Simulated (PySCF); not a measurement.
**Frontier orbitals and the lowest excitations**

Species: trisilylarsane, AsH₉Si₃.
Geometry (PBE0-D3(BJ)/def2-SVP, Å), atoms numbered from 1 in this order:
```
atom  x, y, z in Å
Si1   -0.494    1.932   -0.053
As2   -0.006   -0.040   -1.264
Si3    1.921   -0.529    0.017
Si4   -1.432   -1.410    0.050
H5     0.500    2.979   -0.441
H6    -0.440    1.735    1.429
H7    -1.865    2.385   -0.436
H8     2.992    0.445   -0.352
H9     2.367   -1.913   -0.327
H10    1.676   -0.448    1.491
H11   -0.627   -2.336    0.906
H12   -2.293   -2.223   -0.860
H13   -2.309   -0.576    0.927
```

The calculation used PySCF, TDDFT CAM-B3LYP/def2-SVPD, vertical, gas phase, core orbitals frozen in the response. The CAM-B3LYP/def2-SVPD calculation is non-relativistic and has no spin–orbit coupling, an omission that weighs most on arsenic.

Kohn–Sham orbitals with the atoms that hold most of them (Löwdin shares over 4%, at most four atoms; ? is withheld):

```csv
orbital,ε (eV),atoms
LUMO+2,0.72,"As2 28%, Si4 26%, Si3 9%, Si1 9%"
LUMO+1,0.57,"As2 23%, Si4 15%, Si3 13%, Si1 13%"
LUMO,?,"As2 28%, Si1 17%, Si3 16%, Si4 14%"
HOMO,-8.46,?
HOMO-1,-9.48,?
HOMO-2,-9.55,"As2 36%, Si4 23%, Si1 10%, Si3 9%"
HOMO-3,-11.05,"Si3 17%, Si1 17%, Si4 12%, H8 11%"
```

Q: Which atoms hold the HOMO-1, and with what shares?

A: As2 (bonded to 3 Si) 36%; Si3 (bonded to As and 3 H) 19%; Si1 (bonded to As and 3 H) 18%; H7 (bonded to Si) 6%. By element: silicon 37% or more, arsenic 36%, hydrogen 6% or more.

Q: Which atoms hold the HOMO, and with what shares?

A: As2 (bonded to 3 Si) 61%; Si1 (bonded to As and 3 H) 9%; Si3 (bonded to As and 3 H) 9%; Si4 (bonded to As and 3 H) 9%. By element: arsenic 61%, silicon 28%.

Q: What is the LUMO energy, and the HOMO–LUMO gap?

A: ε(LUMO) = 0.52 eV; the gap is 8.98 eV (0.3301 hartree).

Q: The HOMO–LUMO gap is 8.98 eV. Where does the response calculation put the lowest singlet, and from which orbitals?

A: S1 is at 5.86 eV (f = 0.030), 3.13 eV below the gap, made of HOMO→LUMO (88%). 

Q: One configuration dominates each of S1, S2 and S8. Which, and how do the shares of the two leading atoms of either orbital change from the occupied to the empty one?

A: 
- S1 (5.86 eV, f 0.030), HOMO→LUMO (88%): As2 61% → 28%, Si1 9% → 17%
- S2 (6.00 eV, f 0.071), HOMO→LUMO+1 (96%): As2 61% → 23%, Si1 9% → 13%, Si4 9% → 15%
- S8 (7.06 eV, f 0.056), HOMO-1→LUMO+1 (76%): As2 36% → 23%, Si3 19% → 13%, Si4 at most 7% → 15%
